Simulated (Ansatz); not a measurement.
Consider the silylene loss: `[NH2][Sn][O][SiH3]` → `[NH2][Sn][OH]` + `[SiH2]`.

Program: Ansatz. Geometries: PBE0-D4/def2-TZVP. ΔE: electronic, gas phase. CCSD(T)/CBS is the MP2 limit (def2-TZVPP, def2-QZVPP) plus CCSD(T) − MP2 in def2-TZVPP, frozen cores. This one scheme is used for every species. Functionals use def2-TZVPP. HSE06 is defined as in plane-wave codes. Elements past krypton have def2 core potentials. For Sn outer-core shells are correlated without core-valence functions, which leaves a few kJ/mol of doubt a bond. One conformer a species, not always the lowest.

CCSD(T)/CBS gives +3.59 eV.

(1) Another level gave +3.22 eV. Which?
A. HSE06-D4/def2-TZVPP
B. BLYP/def2-TZVPP
C. r2SCAN/def2-TZVPP
D. LC-ωPBE/def2-TZVPP

(2) What do rigid-rotor, harmonic-oscillator terms from PBE0-D4/def2-TZVP frequencies (298.15 K, 1 bar) make of the CCSD(T)/CBS value? (An estimate is asked.)

Largest T1 diagnostic among the species: 0.017.

## Answers

(1) B. BLYP 3.22, LC-ωPBE 3.69, HSE06-D4 3.61, r2SCAN 3.74 eV.

(2) Ansatz gave: ΔZPE = -0.13 eV, ΔH = +3.51 eV, ΔS = 141 J/(mol·K), ΔG = +3.07 eV. Modes under 50 cm⁻¹ make the entropy rough.

From PBE to PBE0 (25 % exact exchange), in def2-TZVPP and without D4, ΔE moves by +0.16 eV. Leaving LDA and LC-ωPBE aside and taking each functional with its dispersion term where it has one, the values, not all of them listed here, spread over 0.39 eV, from BLYP-D4 to r2SCAN0-D4. LDA lies +0.37 eV from PBE without D4.
